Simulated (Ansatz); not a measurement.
`CNB(C)Cl` → `[CH2]` (triplet) + `CB(N)Cl` at 400 K and 1 bar (formal loss of a carbene).

Program: Ansatz. Geometries: PBE0-D4/def2-TZVP. ΔE: electronic, gas phase. CBS: MP2 limit from def2 TZ/QZ plus the TZ coupled-cluster correction, frozen cores. This one scheme is used for every species. Triplets are unrestricted, without spin–orbit coupling. Each species was taken in one conformer, which may not be the lowest.

```
          species  CCSD(T)/CBS energy (Eh)  H − E (kJ/mol)  S (J/(mol·K))
       `CNB(C)Cl`               -619.69503           289.8          374.1
`[CH2]` (triplet)                -39.09499            59.0          205.7
        `CB(N)Cl`               -580.44617           209.1          333.5
```

H − E and S are ideal-gas, rigid-rotor, harmonic terms from PBE0-D4/def2-TZVP, for one conformer and one mirror image of each species, with the whole ground term of open shells counted as degenerate. 1 Eh = 2625.50 kJ/mol, R = 8.31446 J/(mol·K).

**Question.** By hand: ΔE, ΔH, ΔS and ΔG.

**Answer.** ΔE = (-39.09499) + (-580.44617) − (-619.69503) = 0.15387 Eh = 404.0 kJ/mol. Δ(H − E) = 59.0 + 209.1 − 289.8 = -21.7, so ΔH = 382.3 kJ/mol. ΔS = 205.7 + 333.5 − 374.1 = 165.1 J/(mol·K). ΔG = 382.3 − 400 × (165.1)/1000 = 316.3 kJ/mol.

**Question.** By hand: the equilibrium constant, and the temperature at which ΔG would vanish if ΔH and ΔS stayed fixed.

**Answer.** log₁₀ K = −ΔG/(RT ln 10) = -41.3. ΔG = 0 at ΔH/ΔS = 2316 K.

The number of gas molecules changes by +1, which sets the sign of ΔS. A doubt of 5 kJ/mol in ΔE shifts log₁₀ K by 0.7 here. Other conformers and mirror images would add mixing entropy, several J/(mol·K) or more a flexible species. A triplet takes part, so the spin changes. These are equilibria of isolated gas molecules and say nothing of rates. Largest T1 diagnostic: 0.011 (customary marks: 0.02 for closed shells, 0.045 for open ones).
